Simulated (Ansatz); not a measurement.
`NC[SiH](O)F`, charge 0, multiplicity 1.

(1) Give a relaxed structure at PBE0-D4/def2-TZVP (Ansatz). (Estimate.)

Results:

(1) The calculation gave: 
Z-matrix (Å, degrees):
```
C
Si 1 1.881
N 1 1.469 2 108.8
H 1 1.095 2 105.4 3 -115.7
H 1 1.098 2 113.1 3 128.6
F 2 1.598 1 108.4 3 141.4
O 2 1.630 1 106.0 3 22.0
H 2 1.480 1 115.9 3 -100.6
H 3 1.013 1 110.9 2 76.9
H 3 1.012 1 111.1 2 -164.7
H 7 0.969 2 109.9 1 0.8
```
This is one stationary point; other conformers may exist.
